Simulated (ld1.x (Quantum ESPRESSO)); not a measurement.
## u(r) = r·R(r): atom against pseudo-atom (oxygen)

Columns: radius, all-electron u(r) and pseudo u(r) of the 2s shell (level -23.95 eV) of oxygen in the configuration [He] 2s2 2p4; revPBE, non-relativistic, TM semilocal scheme, ld1.x (Quantum ESPRESSO) 7.5.

| r (bohr) | all-electron | pseudo |
| --- | --- | --- |
| 0.053 | 0.3435 | -0.0483 |
| 0.105 | 0.4205 | -0.0974 |
| 0.158 | 0.3537 | -0.1509 |
| 0.210 | 0.2157 | -0.2084 |
| 0.262 | 0.0478 | -0.2726 |
| 0.315 | -0.1289 | -0.3460 |
| 0.368 | -0.2965 | -0.4275 |
| 0.420 | -0.4446 | -0.5141 |
| 0.473 | -0.5756 | -0.6057 |
| 0.525 | -0.6835 | -0.6935 |
| 0.578 | -0.7728 | -0.7748 |
| 0.630 | -0.8412 | -0.8413 |
| 0.683 | -0.8932 | -0.8932 |
| 0.735 | -0.9287 | -0.9287 |
| 0.788 | -0.9512 | -0.9512 |
| 0.840 | -0.9619 | -0.9619 |
| 0.893 | -0.9629 | -0.9629 |
| 0.945 | -0.9558 | -0.9558 |
| 0.998 | -0.9420 | -0.9420 |
| 1.050 | -0.9231 | -0.9231 |
| 1.102 | -0.9002 | -0.9002 |
| 1.155 | -0.8735 | -0.8735 |
| 1.208 | -0.8444 | -0.8444 |
| 1.260 | -0.8142 | -0.8142 |
| 1.313 | -0.7822 | -0.7822 |
| 1.365 | -0.7501 | -0.7501 |

Q: How many radial nodes do the two functions have?

A: The all-electron 2s function has n − l − 1 = 1; the pseudo-wave has 0, since the states of the same l below it are removed with the core.

Q: At about which radius was the pseudo-wave matched?

A: 0.70 bohr. The columns agree to 0.0005 from 0.63 bohr on; several derivatives are matched, so the curves merge somewhat inside the radius.

Q: Where does each function peak?

A: Outermost all-electron maximum near 0.89 bohr, pseudo maximum near 0.89 bohr (to the table’s step).

Q: Is the pseudo-wave norm-conserving?

A: Yes: the TM semilocal scheme keeps the norm inside the radius equal to the all-electron one, which fixes the energy derivative of the logarithmic derivative at the level.
